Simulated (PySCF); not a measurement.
Magnetic susceptibility: `C=CB([SiH3])C#N`, C3H6BNSi

Geometry:
```
atom   x (Å)   y (Å)   z (Å)
  C1   2.262   0.072  -0.334
  C2   1.076  -0.515  -0.146
  B3  -0.250   0.261   0.027
 Si4  -1.965  -0.669   0.305
  C5  -0.201   1.771  -0.025
  N6  -0.200   2.922  -0.058
  H7   3.178  -0.488  -0.452
  H8   2.358   1.147  -0.379
  H9   1.063  -1.600  -0.112
 H10  -3.142   0.194   0.452
 H11  -2.258  -1.582  -0.814
 H12  -1.918  -1.515   1.509
```

Method: PySCF, GIAO wB97X-D/pcSseg-1 magnetisability, rotational g tensor and spin-rotation constants, non-relativistic, gas phase. Geometry: GFN2-xTB.

Question: What are the magnetisability and the molar susceptibility?

Answer: Isotropic -863 × 10⁻³⁰ J/T², or -52.0 × 10⁻⁶ cm³/mol; principal values -1114, -770, -704 × 10⁻³⁰ J/T², anisotropy 381 × 10⁻³⁰ J/T² (root of half the summed squared differences of the principal values). The susceptibility is in cgs units.

Question: Split it along the inertial axes a, b, c into diamagnetic and paramagnetic parts about the centre of mass, with the quadrupole moment.

Answer: 
| axis | χ (10⁻⁶ cm³/mol) | diamagnetic (10⁻⁶ cm³/mol) | paramagnetic (10⁻⁶ cm³/mol) | summed x² of all electrons (Å²) | quadrupole Θ (D Å) |
| --- | --- | --- | --- | --- | --- |
| a | -45.9 | -446.1 | 400.1 | 145.0 | +3.87 |
| b | -42.9 | -666.8 | 624.0 | 93.0 | -5.52 |
| c | -67.1 | -1009.6 | 942.5 | 12.2 | +1.65 |

Anisotropies 2χaa − χbb − χcc = +18.1 and 2χbb − χaa − χcc = +27.3 × 10⁻⁶ cm³/mol. Θ is traceless in Buckingham's convention.

Question: And the rotational g tensor?

Answer: 
| axis | rotational constant (GHz) | g | nuclear part | electronic part |
| --- | --- | --- | --- | --- |
| a | 3.2867 | -0.0590 | 0.5588 | -0.6179 |
| b | 2.1063 | -0.0354 | 0.5820 | -0.6174 |
| c | 1.3020 | -0.0096 | 0.5669 | -0.5765 |

Asymmetric top; isotopes 11B, 12C, 1H, 14N, 28Si; no vibrational averaging.
